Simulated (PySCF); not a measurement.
# FWN + HCl → ClWN + HF

Level: PBE0 in the def2-TZVP basis family, computed in PySCF with density fitting; scalar-relativistic core potentials for atoms from Rb on, none lighter, no spin–orbit coupling; open shells unrestricted.

```csv
species,state and structure,E (Eh),ZPE (kJ/mol),H(298 K) − H(0) (kJ/mol),S° (J/(mol K))
FWN,"triplet, Cs, W–F 1.878 Å, W–N 1.656 Å; F–W–N 109.1°",-221.55449,12.3,11.5,292.8
HCl,"singlet, C∞v, H–Cl 1.279 Å",-460.66440,17.9,8.7,186.6
ClWN,"triplet, Cs, W–Cl 2.270 Å, W–N 1.655 Å; Cl–W–N 108.7°",-581.83608,10.5,12.2,304.3
HF,"singlet, C∞v, H–F 0.920 Å",-100.39188,24.9,8.7,173.6
```

What is the electronic reaction energy?

At PBE0/def2-TZVP, ΔE = -23.8 kJ/mol from the differences of the total energies times 2625.5, downhill. 

Add zero-point, thermal and entropy terms for 298.15 K and 1 bar.

ΔZPE = 5.2 and Δ[H(298) − H(0)] = 0.7 kJ/mol give ΔH° = -17.9 kJ/mol. ΔS° = -1.5 J/(mol K), so ΔG° = -17.9 − 298.15 × (-0.0015) = -17 kJ/mol and log₁₀K = 3.1.

Spin–orbit coupling can matter for FWN, ClWN and is left out. Open d or f shells are single determinants, so the state found may not be the ground state. Only the bonding shown was studied: isomers, or loss of a ligand pair, can lie lower.
